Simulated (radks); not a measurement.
Tb45+, configuration [Ar] 3d2.

Calculated with a radial shooting solver on a logarithmic mesh with Libxc functionals: non-relativistic Kohn-Sham, LDA (Slater exchange, Perdew-Wang correlation), spin-unpolarised, spherical densities, point nucleus; relativity is left out, which matters for an element this heavy.

Energy parts (eV):
part                      energy
total                 -258019.59
kinetic                257967.03
electron-nucleus      -549655.11
Hartree                 37562.92
exchange-correlation    -3894.43

Orbitals (lengths in bohr, moments of r in powers of bohr; <r^-3> diverges for s and p1/2; r(max) is where P^2 peaks):
| orbital | occ. | eigenvalue (eV) | r(max) | <r^-3> |
|---|---|---|---|---|
| 1s | 2 | -51286.83 | 0.01548 | - |
| 2s | 2 | -10386.95 | 0.08444 | - |
| 2p | 6 | -10043.77 | 0.06568 | 9528 |
| 3s | 2 | -3967.219 | 0.2256 | - |
| 3p | 6 | -3830.475 | 0.2120 | 2313 |
| 3d | 2 | -3604.893 | 0.1655 | 407.9 |

The highest occupied level is 3d at -3604.9 eV. The density falls to 0.001 e/bohr^3 at r = 0.70 bohr. For comparison, the ionisation energy in NIST's Atomic Spectra Database is 3698 eV (theoretical). In exact Kohn-Sham theory the highest level is minus the ionisation energy, but local and semilocal functionals leave it too shallow, through self-interaction and a potential that decays too fast; potentials with the right tail come closer. Virial ratio -V/T = 2.00020. The electron density at the nucleus is 1.952e+05 e/bohr^3.

Beside tabulated values, note that spin-unpolarised runs miss the spin-polarisation part of the exchange energy of open shells.
